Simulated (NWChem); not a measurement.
Species: CH$_{5}$BeNS; SMILES C[S][Be][NH2]

```xyz
9

Be     0.1795    -1.0477     0.0006
N     -0.2310    -2.4889     0.0016
H     -0.3855    -3.0581    -0.8242
H     -0.3894    -3.0549     0.8288
S      0.7229     0.7745    -0.0001
C     -0.8874     1.6489    -0.0051
H     -1.4746     1.4124    -0.9025
H     -0.6670     2.7249    -0.0087
H     -1.4767     1.4186     0.8926
```
Atoms are numbered in this order, from 1.

All runs: NWChem. Pople sets run with spherical d functions. STO-3G and 3-21G are far too small for this property and stand as cheap habits. Structure relaxed at the PBE0/def2-SVP level. GIAO values for the isolated, static molecule; σ is the absolute isotropic shielding, δ = σ(reference) − σ with the isolated reference molecule computed at the same levels (13C: tetramethylsilane, 1H: tetramethylsilane, 15N: ammonia).

| level | σ Be1 (ppm) | δ N2 (ppm) | δ H3 (ppm) | σ S5 (ppm) | δ C6 (ppm) | δ H7 (rotor mean) (ppm) | relative time |
|---|---|---|---|---|---|---|---|
| Hartree-Fock/STO-3G | 98.8 | 3.9 | 1.40 | 932.5 | 21.3 | 0.81 | 1 |
| Hartree-Fock/6-31G* | 102.0 | 17.0 | 0.69 | 791.8 | 7.6 | 1.82 | 7 |
| BHandHLYP/pcSseg-1 | 91.9 | 29.7 | 1.15 | 704.6 | 10.0 | 1.98 | 10 |
| B3LYP/6-31G* | 96.4 | 25.8 | 0.73 | 715.6 | 10.2 | 1.91 | 10 |

Times are rough ratios from one shared machine.
